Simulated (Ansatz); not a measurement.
TaS(OSiH3)3 (TaSi3SO3H9). Charge 0, multiplicity 1. Geometry r2SCAN-D4/def2-SVP, basis def2-TZVP, Ansatz.

Cartesian coordinates in Å:
```
Ta 0.0663 0.2209 -0.2089
S 0.5436 1.7546 -1.6914
O -1.2034 0.9377 1.0085
Si -2.2514 2.0587 1.6888
H -2.0999 3.3670 0.9930
H -1.9155 2.2005 3.1332
H -3.6454 1.5534 1.5421
O 1.6671 -0.2525 0.6974
Si 3.2991 -0.2183 1.0895
H 4.0134 0.7036 0.1629
H 3.8427 -1.5995 0.9636
H 3.4379 0.2525 2.4963
O -0.6545 -1.2837 -1.1169
Si -1.1643 -2.2184 -2.4151
H -1.0133 -1.4410 -3.6766
H -2.5926 -2.5839 -2.2009
H -0.3299 -3.4516 -2.4655
```

```csv
run,HOMO (eV),LUMO (eV)
A,-7.29,-1.13
B,-6.15,-1.94
C,-9.75,2.02
D,-6.89,-1.51
E,-8.51,0.00
F,-6.43,-1.82
```

In the def2 sets Ta takes a core potential; there is no spin–orbit coupling. HSE06 is defined as in plane-wave codes, on full-range PBE exchange.

Q: The runs used CAM-B3LYP, HF, HSE06, PBE, PBE0, r2SCAN. Estimate which is which.

A: A PBE0 (25 % exact exchange); B PBE (0 % exact exchange); C HF (100 % exact exchange); D HSE06 (range-separated); E CAM-B3LYP (range-separated); F r2SCAN (0 % exact exchange). Exact exchange lowers occupied and raises empty levels; among semilocal functionals meta-GGAs tend to open the gap a little, and such runs are hard to tell apart. The gap grows from 4.21 eV (PBE) to 11.77 eV (HF).
